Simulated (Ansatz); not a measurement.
`[OH][Cd][Br]` + `O[SiH3]` → `[OH][Cd][O][SiH3]` + HBr at 500 K and 1 bar (ligand exchange at a Cd–Br bond).

Program: Ansatz. Geometries: PBE0-D4/def2-TZVP. ΔE: electronic, gas phase. CCSD(T)/CBS adds triple-zeta CCSD(T) − MP2 to the extrapolated MP2 energy (def2 sets, frozen cores). def2 core potentials past Kr. For Br, Cd outer-core shells are correlated without core-valence functions, which leaves a few kJ/mol of doubt a bond. Scalar relativity is left out up to krypton. One conformer a species, not always the lowest.

```
            species  CCSD(T)/CBS energy (Eh)  H − E (kJ/mol)  S (J/(mol·K))
     `[OH][Cd][Br]`              -2816.86459            63.6          345.2
          `O[SiH3]`               -366.69042           127.5          292.9
`[OH][Cd][O][SiH3]`               -609.59049           153.6          435.0
                HBr              -2573.91920            30.5          213.7
```

H − E and S are ideal-gas, rigid-rotor, harmonic terms from PBE0-D4/def2-TZVP, for one conformer and one mirror image of each species. 1 Eh = 2625.50 kJ/mol, R = 8.31446 J/(mol·K).

Q: By hand: ΔE, ΔH, ΔS and ΔG.

A: ΔE = (-609.59049) + (-2573.91920) − (-2816.86459) − (-366.69042) = 0.04532 Eh = 119.0 kJ/mol. Δ(H − E) = 153.6 + 30.5 − 63.6 − 127.5 = -7.0, so ΔH = 112.0 kJ/mol. ΔS = 435.0 + 213.7 − 345.2 − 292.9 = 10.6 J/(mol·K). ΔG = 112.0 − 500 × (10.6)/1000 = 106.7 kJ/mol.

Q: By hand: the equilibrium constant, and the temperature at which ΔG would vanish if ΔH and ΔS stayed fixed.

A: log₁₀ K = −ΔG/(RT ln 10) = -11.1. ΔG = 0 at ΔH/ΔS = 10566 K, far beyond where these terms or the molecules hold.

The number of gas molecules stays the same, so ΔS is small and ΔH decides. A doubt of 5 kJ/mol in ΔE shifts log₁₀ K by 0.5 here. Other conformers and mirror images would add mixing entropy, several J/(mol·K) or more a flexible species. Modes under 60 cm⁻¹, often nearly free rotors, make the harmonic entropy too high. These are equilibria of isolated gas molecules and say nothing of rates. Largest T1 diagnostic: 0.016 (customary marks: 0.02 for closed shells, 0.045 for open ones).
